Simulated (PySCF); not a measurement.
2-fluoropenta-1,4-diene (C₅H₇F), SMILES C=CCC(=C)F. Atoms are numbered in the order given.

```xyz
13

C      2.4692     0.4938     0.2582
C      1.4028    -0.2849     0.4323
C      0.0468     0.2008     0.8559
C     -1.0127    -0.1030    -0.1531
C     -2.0897    -0.8685     0.0013
F     -0.7774     0.4913    -1.3281
H      2.4170     1.5761     0.4147
H      3.4334     0.0805    -0.0484
H      1.4870    -1.3646     0.2568
H     -0.2450    -0.2662     1.8101
H      0.0795     1.2920     1.0175
H     -2.2824    -1.3561     0.9566
H     -2.7912    -1.0125    -0.8219
```

Coordinates come from a PBE0-D3(BJ)/def2-SVP optimisation. One conformer was computed; it need not be the lowest.

Two levels are set side by side: PBE/pcSseg-1 (PySCF) and PBE0/pcSseg-1 (PySCF). GIAO shifts against CFCl3 (¹⁹F), TMS (¹H), TMS (¹³C) at the same level; non-relativistic, no solvent, atoms listed together averaged. Differences are taken from unrounded values.

```tsv
quantity	PBE0
δ(¹³C) of C1 (ppm)	129.4
δ(¹³C) of C2 (ppm)	145.4
δ(¹³C) of C3 (ppm)	44.4
δ(¹³C) of C4 (ppm)	175.9
δ(¹³C) of C5 (ppm)	97.5
δ(¹⁹F) of F6 (ppm)	-93.8
δ(¹H) of H7, H8 (ppm)	5.78
δ(¹H) of H9 (ppm)	6.20
δ(¹H) of H10, H11 (ppm)	3.11
```

Q: What does PBE give, and how far is it from PBE0? (The exact figures need the calculation; the answer reports its results.)

A: 
| quantity | PBE | PBE minus PBE0 |
|---|---|---|
| δ(¹³C) of C1 (ppm) | 127.0 | -2.4 |
| δ(¹³C) of C2 (ppm) | 144.6 | -0.7 |
| δ(¹³C) of C3 (ppm) | 46.8 | 2.3 |
| δ(¹³C) of C4 (ppm) | 175.5 | -0.4 |
| δ(¹³C) of C5 (ppm) | 94.3 | -3.2 |
| δ(¹⁹F) of F6 (ppm) | -101.4 | -7.6 |
| δ(¹H) of H7, H8 (ppm) | 5.69 | -0.09 |
| δ(¹H) of H9 (ppm) | 6.20 | 0.00 |
| δ(¹H) of H10, H11 (ppm) | 3.17 | 0.06 |

Rough cost on one machine, each run with all the roots and properties that it gave: PBE0 against PBE within a factor of 2.
